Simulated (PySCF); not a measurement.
## Working out the ionisation energy of V⁺

V⁺ [Ar] 3d4 (5D) → V²⁺ [Ar] 3d3 (4F). Computed with PySCF 2.14 in def2-SVP, with the non-relativistic Hamiltonian (point nucleus). Frozen: [Ar]. Energies in hartree (1 hartree = 27.21139 eV):

```csv
part,V⁺ (lower),V²⁺ (upper)
UHF,-942.530043,-942.049601
MP2 opposite-spin,0.000000,0.000000
MP2 same-spin,-0.030589,-0.010040
```

What does Hartree-Fock give?

(-942.049601) − (-942.530043) = 0.480442 hartree = 13.073 eV.

What do MP2 and SCS-MP2 (6/5 opposite-spin, 1/3 same-spin) give?

The opposite-spin parts differ by 0.000 eV and the same-spin parts by 0.559 eV. MP2: 13.073 + (0.000) + (0.559) = 13.632 eV. SCS-MP2: 13.073 + 1.2 × (0.000) + (0.559)/3 = 13.259 eV.

Reference: 14.634 ± 0.007 eV (measured; NIST Atomic Spectra Database, ionization energies), between the lowest levels; spin-orbit coupling is absent from the calculation.

The calculation is non-relativistic.

A double-zeta basis recovers only part of the correlation energy.

What remains against the reference includes basis incompleteness, the frozen core and correlation beyond second order.
